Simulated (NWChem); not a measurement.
Isomers of CH₇FSi₂, each optimised at PBE0/def2-SVP with NWChem, gas phase unless a solvent is named. Flexible species stand in one conformer each, which need not be the lowest. 

A: C([SiH2][SiH3])F
B: [SiH3][Si@H](F)C
C: [SiH2](C[SiH3])F
D: [SiH3]C([SiH3])F

**Question.** Rank them by dipole (D), PBE0/def2-SVP, lowest first.

**Answer.** D (1.37), A (1.48), B (1.73), C (1.98)
